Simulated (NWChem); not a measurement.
System: C4H6O; SMILES O(C=C=C)C

Excerpt of the output:

```
             Northwest Computational Chemistry Package (NWChem) 7.3.0
             --------------------------------------------------------

                             Geometry "geometry" -> ""
                             -------------------------

 Output coordinates in angstroms (scale by  1.889725989 to convert to a.u.)

  No.       Tag          Charge          X              Y              Z
 ---- ---------------- ---------- -------------- -------------- --------------
    1 C                    6.0000     0.38721400    -2.18516300     0.00000000
    2 C                    6.0000    -0.25933300    -1.04708300     0.00000000
    3 C                    6.0000    -0.95430600     0.06878800     0.00000000
    4 O                    8.0000    -0.47714200     1.34972300     0.00000000
    5 C                    6.0000     0.93797800     1.47650300     0.00000000
    6 H                    1.0000     0.67303500    -2.68921900     0.92420200
    7 H                    1.0000     0.67303500    -2.68921900    -0.92420200
    8 H                    1.0000    -2.04129900     0.06501500     0.00000000
    9 H                    1.0000     1.14926500     2.54742900     0.00000000
   10 H                    1.0000     1.37559700     1.00906200     0.89178000
   11 H                    1.0000     1.37559700     1.00906200    -0.89178000

 Effective nuclear repulsion energy (a.u.)     159.4039292421

                                 NWChem DFT Module
                                 -----------------

 Summary of "ao basis" -> "ao basis" (spherical)
 ------------------------------------------------------------------------------
       Tag                 Description            Shells   Functions and Types
 ---------------- ------------------------------  ------  ---------------------
 C                          def2-svp                 6       14   3s2p1d
 O                          def2-svp                 6       14   3s2p1d
 H                          def2-svp                 3        5   2s1p

 in cosmo_initialize ...
 calling solv_data for solv:h2o

 solvent parameters
 solvname_short: h2o
 solvname_long:  water
 dielec:       78.4000
 dielecinf:     1.7769
 aqueous SMD model solvent descriptors
 dielec:       78.4000
 sola:          0.8200

          ---------------
          -cosmo- solvent
          ---------------
 Cosmo: York-Karplus, doi: 10.1021/jp992097l
 dielectric constant -eps-     =  78.40
 screen = (eps-1)/(eps    )    =   0.98724
 surface charge correction     = lagrangian

   van der Waals surface
 --------------------------

[...]

                                COSMO-SMD solvation results
                                ---------------------------

             internal energy in gas <Psi(g)|H|Psi(g)> =      -230.954226296377
         internal energy in solvent <Psi(s)|H|Psi(s)> =      -230.953082605994
                               delta internal energy  =         0.001143690383 (    0.72 kcal/mol)
   total free energy in solvent <Psi(s)|H+V/2|Psi(s)> =      -230.962360628290
 polarization energy contribution <Psi(s)|V/2|Psi(s)> =        -0.009278022296 (   -5.82 kcal/mol)
    total free energy in solvent including G(SMD-CDS) =      -230.954751684290
                       G(SMD-CDS) energy contribution =         0.007608944000 (    4.77 kcal/mol)
     1 M fixed-concentration free energy of solvation =        -0.000525387913 (   -0.33 kcal/mol)

                       DFT Final Molecular Orbital Analysis
                       ------------------------------------

 Vector   17  Occ=2.000000D+00  E=-4.181693D-01
              MO Center=  2.6D-01,  8.4D-01,  7.1D-09, r^2= 2.6D+00
   Bfn.  Coefficient  Atom+Function         Bfn.  Coefficient  Atom+Function
  ----- ------------  ---------------      ----- ------------  ---------------
    48      0.351631   4 O  pz               62     -0.312851   5 C  pz
    34      0.258585   3 C  pz               51      0.254905   4 O  pz
    91     -0.245528  10 H  s                96      0.245528  11 H  s
    37      0.175961   3 C  pz               65     -0.125221   5 C  pz
    20      0.108916   2 C  pz               92     -0.107497  10 H  s

 Vector   18  Occ=2.000000D+00  E=-3.468324D-01
              MO Center= -4.9D-03, -1.5D+00,  5.4D-11, r^2= 1.9D+00
   Bfn.  Coefficient  Atom+Function         Bfn.  Coefficient  Atom+Function
  ----- ------------  ---------------      ----- ------------  ---------------
     4      0.353798   1 C  px               18      0.344037   2 C  px
     7      0.236469   1 C  px               21      0.212585   2 C  px
     5      0.204722   1 C  py               19      0.180204   2 C  py
    22      0.167342   2 C  py                8      0.149088   1 C  py
    81      0.126588   8 H  s                47      0.109246   4 O  py

 Vector   19  Occ=2.000000D+00  E=-2.945983D-01
              MO Center= -3.4D-01, -2.8D-01, -6.5D-10, r^2= 2.8D+00
   Bfn.  Coefficient  Atom+Function         Bfn.  Coefficient  Atom+Function
  ----- ------------  ---------------      ----- ------------  ---------------
    20      0.373904   2 C  pz               48     -0.355257   4 O  pz
    23      0.311912   2 C  pz               34      0.307711   3 C  pz
    51     -0.301758   4 O  pz               37      0.190176   3 C  pz
    71     -0.137773   6 H  s                76      0.137773   7 H  s
     6     -0.109287   1 C  pz                9     -0.101048   1 C  pz

 Vector   20  Occ=0.000000D+00  E= 3.289513D-02
              MO Center= -6.4D-02, -1.2D+00,  2.4D-10, r^2= 3.1D+00
   Bfn.  Coefficient  Atom+Function         Bfn.  Coefficient  Atom+Function
  ----- ------------  ---------------      ----- ------------  ---------------
     7      0.531874   1 C  px               21     -0.394612   2 C  px
    45      0.357902   4 O  s                22     -0.346376   2 C  py
    18     -0.341011   2 C  px                4      0.333569   1 C  px
    82     -0.309504   8 H  s                 8      0.285588   1 C  py
    36     -0.262097   3 C  py                5      0.193160   1 C  py

 Vector   21  Occ=0.000000D+00  E= 7.299879D-02
              MO Center= -4.1D-01, -7.3D-01, -3.0D-09, r^2= 3.3D+00
   Bfn.  Coefficient  Atom+Function         Bfn.  Coefficient  Atom+Function
  ----- ------------  ---------------      ----- ------------  ---------------
    37      0.635858   3 C  pz               23     -0.561225   2 C  pz
    72      0.452780   6 H  s                77     -0.452780   7 H  s
    34      0.428854   3 C  pz               20     -0.404898   2 C  pz
    51     -0.218274   4 O  pz                9     -0.214331   1 C  pz
    48     -0.189513   4 O  pz               71      0.158392   6 H  s

 Vector   22  Occ=0.000000D+00  E= 1.315361D-01
              MO Center=  1.2D+00,  1.1D-01, -3.8D-08, r^2= 7.5D+00
   Bfn.  Coefficient  Atom+Function         Bfn.  Coefficient  Atom+Function
  ----- ------------  ---------------      ----- ------------  ---------------
    59      2.157580   5 C  s                92     -1.143803  10 H  s
    97     -1.143803  11 H  s                 3      0.928239   1 C  s
    87     -0.819098   9 H  s                72     -0.730707   6 H  s
    77     -0.730707   7 H  s                63      0.435058   5 C  px
     8     -0.351469   1 C  py                2      0.230342   1 C  s

     Multipole analysis of the density
     ---------------------------------

     L   x y z        total         alpha         beta         nuclear
     -   - - -        -----         -----         ----         -------
     0   0 0 0     -0.000000    -19.000000    -19.000000     38.000000

     1   1 0 0      0.606983      0.249245      0.249245      0.108493
     1   0 1 0     -0.298833     -0.081560     -0.081560     -0.135713
     1   0 0 1      0.000000      0.000000      0.000000      0.000000

     2   2 0 0    -20.552072    -53.210335    -53.210335     85.868597
     2   1 1 0      0.867271     -1.829219     -1.829219      4.525710
     2   1 0 1     -0.000000     -0.000000     -0.000000      0.000000
     2   0 2 0    -20.714151   -163.742371   -163.742371    306.770591
     2   0 1 1      0.000000      0.000000      0.000000      0.000000
     2   0 0 2    -22.691474    -17.235925    -17.235925     11.780376
```

Level: M05-2X/def2-SVP, SMD on the gas-phase geometry. All runs use the structure optimised with B3LYP/6-31G* (spherical d). Solvent: water.

Question: Write an input that gives this output.

Answer: One answer among several that fit: the input that was run:
```
start job
memory heap 200 mb stack 900 mb global 1100 mb
geometry units angstroms noautosym nocenter noautoz
  C      0.387214    -2.185163     0.000000
  C     -0.259333    -1.047083     0.000000
  C     -0.954306     0.068788     0.000000
  O     -0.477142     1.349723     0.000000
  C      0.937978     1.476503     0.000000
  H      0.673035    -2.689219     0.924202
  H      0.673035    -2.689219    -0.924202
  H     -2.041299     0.065015     0.000000
  H      1.149265     2.547429     0.000000
  H      1.375597     1.009062     0.891780
  H      1.375597     1.009062    -0.891780
end
basis spherical
  * library def2-svp
end
dft
  xc m05-2x
  iterations 150
end
cosmo
  do_cosmo_smd true
  solvent water
end
task dft energy
```
